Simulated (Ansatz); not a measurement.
Gas-phase electronic energies from Ansatz, PBE0-D4/def2-TZVP geometries. CCSD(T)/CBS adds triple-zeta CCSD(T) − MP2 to the extrapolated MP2 energy (def2 sets, frozen cores). This one scheme is used for every species. DFT in def2-TZVPP. B3LYP here is the variant with VWN-RPA as its local correlation; programs differ in this. For Ge outer-core shells are correlated without core-valence functions, which leaves a few kJ/mol of doubt a bond. Scalar relativity is left out up to krypton. One conformer a species, not always the lowest.

Reaction (substitution at a C–Si bond): `C[SiH](C)[SiH2]Cl` + `O[SiH2][O][GeH3]` → `CO[SiH2][O][GeH3]` + `C[SiH2][SiH2]Cl`

`C[SiH](C)[SiH2]Cl`:

```xyz
14

C     1.174   -1.374   -0.442
Si    0.531    0.249    0.239
C    -0.473   -0.009    1.800
Si   -0.824    1.267   -1.377
Cl   -2.400   -0.028   -1.762
H     1.781   -1.892    0.306
H     1.791   -1.215   -1.329
H     0.344   -2.028   -0.719
H     1.673    1.171    0.517
H    -1.354   -0.621    1.591
H    -0.813    0.942    2.214
H     0.123   -0.518    2.562
H    -1.421    2.553   -0.929
H    -0.132    1.504   -2.672
```

`O[SiH2][O][GeH3]`:

```xyz
10

O     1.538    1.068    1.044
Si    0.932   -0.452    0.894
O    -0.587   -0.474    0.310
Ge   -1.304    0.027   -1.240
H     1.173    1.627    1.731
H     0.876   -1.128    2.214
H     1.866   -1.122   -0.043
H    -1.701    1.505   -1.121
H    -2.532   -0.869   -1.437
H    -0.263   -0.182   -2.352
```

`CO[SiH2][O][GeH3]`:

Cartesian coordinates in Å:
```
C 2.061 0.760 0.682
O 0.903 0.418 -0.040
Si 0.318 -1.110 -0.171
O -1.178 -1.004 -0.785
Ge -2.422 0.262 -0.629
H 2.967 0.426 0.164
H 2.099 1.847 0.776
H 2.054 0.325 1.688
H 1.147 -1.928 -1.092
H 0.315 -1.726 1.186
H -3.729 -0.410 -1.066
H -2.487 0.713 0.840
H -2.048 1.427 -1.554
```

`C[SiH2][SiH2]Cl`:

Cartesian coordinates in Å:
```
C -1.159 0.543 -1.149
Si 0.476 0.741 -0.256
Si 0.732 -0.936 1.354
Cl 0.463 -2.764 0.419
H -1.996 0.649 -0.456
H -1.221 -0.444 -1.611
H -1.265 1.297 -1.932
H 0.560 2.064 0.427
H 1.617 0.642 -1.208
H 2.079 -0.947 1.979
H -0.287 -0.845 2.433
```

**Question.** Is it downhill or uphill in electronic energy at CCSD(T)/CBS, and by how much? (Best estimate.)

**Answer.** The calculation gave: Uphill: ΔE = +24.5 kcal/mol.

**Question.** What do these levels give: PBE-D4, PBE0, B3LYP, HF/def2-TZVPP, SCS-MP2/def2-QZVPP, HF/CBS(def2)? (Estimate.)

**Answer.** The calculation gave: PBE-D4 24.0, PBE0 23.8, B3LYP 22.0, HF/def2-TZVPP 19.5, SCS-MP2/def2-QZVPP 24.0, HF/CBS(def2) 19.4 kcal/mol.

Largest T1 diagnostic among the species: 0.012.

In def2-TZVPP, CCSD(T) changes the Hartree–Fock value by +4.2 kcal/mol (the triples alone add +0.4 kcal/mol) and MP2 by +6.2 kcal/mol.
